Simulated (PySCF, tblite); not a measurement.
Isomers of C4H7NSi, one GFN2-xTB conformer each. Single-point energies are computed at PBE0/pcSseg-1 (PySCF, gas phase, no added dispersion term), electronic only.

| SMILES | GFN2-xTB relative energy (kJ/mol) |
| --- | --- |
| C[Si@@H]1C[C@@H]1C#N | 0.0 |
| [SiH3]/N=C/C1=CC1 | 5.7 |

Conformers: `[SiH3:1]/[N:2]=[CH:3]/[C:4]1=[CH:5][CH2:6]1` with N2–C3–C4–C5 -176°.

Question: What does PBE0/pcSseg-1 give for the same structures?

Answer: 
```tsv
SMILES	PBE0/pcSseg-1 E (Eh)	PBE0/pcSseg-1 (kJ/mol)	GFN2-xTB (kJ/mol)	point group
C[Si@@H]1C[C@@H]1C#N	-500.42890	0.0	0.0	C1
[SiH3]/N=C/C1=CC1	-500.35750	187.5	5.7	near Cs
```

Both levels put the same isomer lowest. As drawn, the lower has a C≡N group and an Si–C bond, which the higher lacks; the higher has a C=N bond and a C=C bond outside aromatic rings, which the lower lacks.

Question: Which frontier levels, dipoles and rotational constants go with these structures?

Answer: 
| SMILES | HOMO (eV, PBE0/pcSseg-1) | LUMO (eV) | dipole (D) | A, B, C (MHz) |
| --- | --- | --- | --- | --- |
| C[Si@@H]1C[C@@H]1C#N | -7.31 | -0.11 | 4.67 | 4414, 2232, 1700 |
| [SiH3]/N=C/C1=CC1 | -7.09 | -1.88 | 1.83 | 13775, 1160, 1092 |

Question: What happens when harmonic zero-point energies from GFN2-xTB frequencies are added?

Answer: 
| SMILES | ZPE (kJ/mol) | electronic (kJ/mol) | with ZPE (kJ/mol) |
| --- | --- | --- | --- |
| C[Si@@H]1C[C@@H]1C#N | 253.1 | 0.0 | 0.0 |
| [SiH3]/N=C/C1=CC1 | 236.9 | 187.5 | 171.3 |

The zero-point energies span 16.2 kJ/mol. The order is unchanged.
